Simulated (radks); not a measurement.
The iodine ion I34+, configuration [Ar] 3d1 (the NIST ground configuration).

Method: scalar-relativistic Kohn-Sham, BLYP, spin-polarised, spherical densities, finite nucleus; open shells are filled with parallel spins first (spin-orbit coupling, left out, can overturn this in heavy ions); Fermi nuclear charge, rms radius 4.75 fm; computed with a radial shooting solver on a logarithmic mesh with Libxc functionals.

Energy parts (hartree):
total: -6244.68696
kinetic: 6595.30607
electron-nucleus: -13772.58953
Hartree: 1054.54467
exchange-correlation: -121.94817

Orbitals (lengths in bohr, moments of r in powers of bohr):
| orbital | occ. | eigenvalue (hartree) | <r> | <r^4> |
|---|---|---|---|---|
| 1s up | 1 | -1277.397 | 0.02723 | 2.642e-06 |
| 1s down | 1 | -1277.395 | 0.02723 | 2.642e-06 |
| 2s up | 1 | -251.0725 | 0.1162 | 0.0004293 |
| 2s down | 1 | -250.9261 | 0.1161 | 0.0004287 |
| 2p up | 3 | -232.3294 | 0.1015 | 0.0003075 |
| 2p down | 3 | -232.2188 | 0.1015 | 0.0003068 |
| 3s up | 1 | -91.71915 | 0.2892 | 0.01332 |
| 3s down | 1 | -91.55597 | 0.2895 | 0.01336 |
| 3p up | 3 | -85.77716 | 0.2820 | 0.01282 |
| 3p down | 3 | -85.60647 | 0.2823 | 0.01287 |
| 3d up | 1 | -78.28980 | 0.2506 | 0.008873 |
| 3d down | 0 | -78.07539 | 0.2509 | 0.008924 |
| 4s up | 0 | -46.77243 | 0.5624 | 0.1730 |
| 4s down | 0 | -46.71058 | 0.5630 | 0.1738 |
| 4p up | 0 | -44.39554 | 0.5651 | 0.1813 |
| 4p down | 0 | -44.33318 | 0.5659 | 0.1822 |

The highest occupied level is 3d up at -2130.4 eV. The electron density at the nucleus is 2.574e+05 e/bohr^3 (large components only). For comparison, the ionisation energy in NIST's Atomic Spectra Database is 2181 eV (theoretical). In exact Kohn-Sham theory the highest level is minus the ionisation energy, but local and semilocal functionals leave it too shallow, through self-interaction and a potential that decays too fast; potentials with the right tail come closer. Spin moment in Bohr magnetons: 1. Summed over all electrons, <r^2> = 0.9231 bohr^2, which gives a Langevin (diamagnetic) susceptibility term of -0.731 x 10^-6 cm^3/mol.
